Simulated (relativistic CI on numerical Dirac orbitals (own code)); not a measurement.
Calculated at this level of theory: Dirac-Coulomb-Breit CI, KLI orbitals optimised for each configuration, model QED (radiative potential, 1s self-energy scaled to tabulated hydrogen-like ionisation energies), unscaled Slater integrals (own radial code, finite nucleus).

The strongest absorption lines from the ground level of an ion, among the configurations computed and to levels below about 196 eV (vacuum wavelength in nm, gf): 7.5166 (0.24), 7.5900 (0.87), 7.6621 (0.58), 7.7338 (0.26), 7.7936 (0.31), 9.1455 (2.7), 9.6582 (0.73), 9.9581 (1.4).

(1) Which ion is it?
A. Rb XIV
B. Nb XVI
C. Rb XII
D. As VIII

## Answers

(1) C. Rb XII has 26 electrons and the ground level 3s2.3p6.3d8 3F_4; the strongest line goes to 3s2.3p5.3d9 3D°_3. The pattern of lines fixes the number of electrons, and along that sequence the line energies rise steadily with the charge (about as its square where n changes within one kind of shell, about linearly where n is kept but much faster in heavy ions where fine structure, which grows about as Z⁴, sets the gap, and irregularly where shells cross), which fixes Z. Configurations outside the model, such as inner-shell arrays, can give stronger lines. At this charge energies of transitions that change n are usually good to better than 1 %, and those within a shell (Δn = 0) to a few per cent. Terms inside the open d or f shell come out 10 to 20 % too wide with unscaled integrals.

LS names give the leading component of a level, which can be under half, so a name can repeat, a term be missing and a line seem to break the LS rules.
